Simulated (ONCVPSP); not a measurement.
# aluminium (Al): ONCV pseudisation with PBE, scalar-relativistic reference atom.

Al (Z = 13), optimised norm-conserving Vanderbilt (ONCV), made with ONCVPSP 4.0.1 (PBE, scalar-relativistic). Core [Ne], reference 3s1 3p2. Waves: 3s: rc 2.30 bohr, ncon 5, nbas 9, qcut 3.4 1/bohr, 2 projectors, debl 1.4 Ha; 3p: rc 2.15 bohr, ncon 3, nbas 7, qcut 3.3 1/bohr, 1 projector; d scattering state at 0.1 Ha: rc 2.45 bohr, ncon 3, nbas 8, qcut 4.3 1/bohr, 2 projectors, debl 3.2 Ha. Local part: polynomial inside 1.45 bohr (lpopt 5, dvloc0 0 Ha). Core correction: none.

(1) Estimate the cutoffs (Ha) at which the residual kinetic energy of the hardest occupied pseudo-wave falls to 1 and 0.1 mHa per electron.

(2) What does a ghost test show?

(3) Which valence shell sets the plane-wave cutoff?

(4) Tests: 3s2 3p1; 3s2 3p0; 3s1 3p0; 3s0 3p3. Which has the largest error in its energy relative to the reference configuration, and how large is it?

Results:

(1) 5.2 Ha and 18 Ha. The cutoffs count occupied waves only; projector 2 of the d channel, the hardest unoccupied one, needs 49 Ha at the loose tolerance.

(2) No bound ghost flagged; no localised positive-energy state flagged.

(3) 3s: 5 Ha for 1 mHa per electron, against 2 Ha for 3p.

(4) 3s0 3p3, with +8.2 meV (all-electron minus pseudo) on +5.31 eV.
